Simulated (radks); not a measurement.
Task: The manganese ion Mn12+ is in [Ne] 3s2 3p1. Calculated with a radial shooting solver on a logarithmic mesh with Libxc functionals: scalar-relativistic Kohn-Sham, PBEsol, spin-polarised, spherical densities, finite nucleus; Fermi nuclear charge, rms radius of each element as measured or else 0.836 A^(1/3) + 0.57 fm. Open shells are filled with parallel spins first. One electron is removed from 3p, 2s, 2p, 3s in turn, with full relaxation. Which removal costs least, and what does each cost?

Result: 3p 342.30 eV; 3s 370.24 eV; 2p 1005.2 eV; 2s 1111.1 eV. The 3p electron leaves first.
